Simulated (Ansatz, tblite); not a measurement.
Forces on SnEt2Ph2 (C16H20Sn) at its PBE-D4/def2-SVP geometry. Total charge 0; singlet.

In the def2 sets Sn takes a core potential; there is no spin–orbit coupling. The xTB rows come from tblite. Single mean-field runs in def2-TZVP are fitted with def2-universal-jkfit.

GFN2-xTB (tblite), largest force 1.28 eV/Å:

```xyz
37
positions Å, forces eV/Å
Sn    0.288    0.561    0.158   -0.104   -0.227   -0.056
C    -0.769    2.312    0.937   -0.406    0.545    0.044
C    -0.448    2.582    2.409    0.063    0.146    0.426
H    -1.853    2.131    0.781    0.569    0.208    0.264
H    -0.496    3.178    0.298   -0.168   -0.391    0.509
H    -1.001    3.463    2.800    0.265   -0.524   -0.368
H    -0.712    1.717    3.053    0.112    0.486   -0.500
H     0.632    2.785    2.568   -0.674   -0.141   -0.237
C     2.427    1.006    0.019    0.675   -0.003    0.096
C     2.730    2.075   -1.034    0.159    0.322   -0.285
H     2.946    0.052   -0.207   -0.157    0.641    0.014
H     2.768    1.324    1.026   -0.083   -0.068   -0.650
H     3.819    2.287   -1.110   -0.635   -0.237    0.146
H     2.386    1.768   -2.044    0.189    0.078    0.679
H     2.232    3.040   -0.802    0.274   -0.675   -0.033
C    -0.498    0.048   -1.795   -0.487   -0.277   -1.147
C    -0.993    1.048   -2.658   -0.046   -0.433   -0.231
C    -1.487    0.721   -3.931    0.168   -0.322    0.312
C    -1.496   -0.616   -4.359    0.154    0.099    0.366
C    -1.008   -1.622   -3.510    0.002    0.436    0.175
C    -0.515   -1.292   -2.237   -0.177    0.293   -0.346
H    -1.001    2.104   -2.338    0.040   -0.694   -0.159
H    -1.870    1.515   -4.593    0.238   -0.487    0.415
H    -1.885   -0.874   -5.356    0.242    0.159    0.613
H    -1.014   -2.673   -3.841    0.006    0.652    0.214
H    -0.143   -2.096   -1.581   -0.214    0.551   -0.378
C    -0.024   -1.134    1.469   -0.166   -0.996    0.778
C    -1.226   -1.873    1.417    0.291   -0.184    0.343
C    -1.443   -2.957    2.283    0.399    0.257   -0.009
C    -0.457   -3.322    3.214    0.063    0.319   -0.245
C     0.744   -2.599    3.276   -0.317    0.142   -0.327
C     0.957   -1.514    2.409   -0.380   -0.308    0.048
H    -2.009   -1.607    0.687    0.532   -0.111    0.445
H    -2.386   -3.523    2.229    0.586    0.356    0.027
H    -0.626   -4.172    3.893    0.103    0.524   -0.416
H     1.521   -2.882    4.003   -0.478    0.180   -0.453
H     1.910   -0.962    2.470   -0.635   -0.315   -0.076
```

PBE-D4/def2-TZVP (Ansatz), largest force 0.31 eV/Å:

```
Sn 0.009 0.008 0.007
C -0.144 0.101 -0.200
C 0.056 0.042 0.274
H 0.290 0.044 0.068
H -0.068 -0.220 0.178
H 0.133 -0.227 -0.117
H 0.066 0.226 -0.186
H -0.285 -0.060 -0.066
C 0.124 -0.153 0.182
C 0.052 0.195 -0.203
H -0.139 0.266 0.036
H -0.086 -0.070 -0.268
H -0.280 -0.070 0.031
H 0.091 0.068 0.278
H 0.123 -0.269 -0.043
C -0.093 -0.054 -0.184
C 0.001 -0.061 -0.027
C 0.004 -0.030 0.020
C 0.025 0.013 0.040
C -0.018 0.030 0.011
C -0.002 0.053 -0.040
H 0.007 -0.292 -0.088
H 0.105 -0.223 0.183
H 0.113 0.073 0.283
H -0.001 0.294 0.091
H -0.103 0.225 -0.179
C -0.032 -0.174 0.120
C 0.042 -0.007 0.050
C 0.035 0.007 -0.003
C 0.007 0.040 -0.026
C -0.027 0.001 -0.024
C -0.057 -0.032 0.000
H 0.221 -0.069 0.200
H 0.266 0.155 0.016
H 0.047 0.242 -0.192
H -0.218 0.077 -0.202
H -0.267 -0.148 -0.018
```

PBE0-D4/def2-TZVP (Ansatz), largest force 0.58 eV/Å:

```
Sn 0.025 0.045 0.018
C -0.122 0.033 -0.268
C 0.058 0.057 0.319
H 0.524 0.092 0.118
H -0.127 -0.401 0.330
H 0.254 -0.426 -0.214
H 0.120 0.410 -0.339
H -0.520 -0.106 -0.115
C 0.047 -0.203 0.215
C 0.072 0.226 -0.234
H -0.241 0.484 0.074
H -0.153 -0.129 -0.496
H -0.525 -0.126 0.055
H 0.162 0.123 0.506
H 0.228 -0.487 -0.081
C -0.156 -0.095 -0.339
C -0.010 -0.266 -0.107
C 0.077 -0.176 0.147
C 0.104 0.066 0.241
C -0.018 0.226 0.075
C -0.081 0.197 -0.184
H 0.009 -0.550 -0.165
H 0.198 -0.419 0.345
H 0.208 0.136 0.526
H 0.000 0.552 0.171
H -0.193 0.421 -0.338
C -0.057 -0.310 0.225
C 0.184 -0.078 0.201
C 0.212 0.115 0.003
C 0.043 0.212 -0.162
C -0.172 0.055 -0.161
C -0.238 -0.155 0.000
H 0.411 -0.134 0.377
H 0.498 0.294 0.030
H 0.088 0.450 -0.358
H -0.410 0.145 -0.380
H -0.500 -0.283 -0.034
```
